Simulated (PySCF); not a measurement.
# MeSiCl(SeBu)2 (C9H21ClSe2Si): Computed beside measured shifts

System: MeSiCl(SeBu)2 (C9H21ClSe2Si), SMILES CCCC[Se][Si](C)(Cl)[Se]CCCC.

Atom-mapped SMILES (hydrogens are numbered by the atom that bears them): [CH3:1][CH2:2][CH2:3][CH2:4][Se:5][Si:6]([CH3:7])([Cl:8])[Se:9][CH2:10][CH2:11][CH2:12][CH3:13]

Level of theory: GIAO PBE0/pcSseg-2, gas phase, PySCF SCF with an in-house response code, fitting set def2-universal-JFIT up to Ne and JKFIT beyond, grid level 2, non-relativistic, geometry: PBE0-D3(BJ)/def2-SVP.

One optimised conformer. Values are averaged over the atoms that symmetry or fast rotation interchanges, on this one geometry and without vibrational averaging. Shifts are the reference shielding less the shielding here, at the same level (13C, 1H, 29Si against isolated TMS; 77Se against isolated Me2Se); nuclei without a reference have shieldings only.

Spin-orbit coupling is left out, which matters for the heavier atoms here.

**Question.** What shifts does this level give for Si6, Se5/9, and how do they compare with measurement?

**Answer.** 
```json
{"atom": "Si6", "nucleus": "29Si", "computed / ppm": "66.9", "measured / ppm": "20.3", "computed less measured": "46.6", "measured against": "TMS", "medium of the measurement": "solution"}
{"atom": "Se5/9", "nucleus": "77Se", "computed / ppm": "-84.4", "measured / ppm": "-28", "computed less measured": "-56.4", "measured against": "Me2Se", "medium of the measurement": "solution"}
```

Measured values: U. Herzog, Habilitationsschrift, TU Bergakademie Freiberg, 2002/2003.
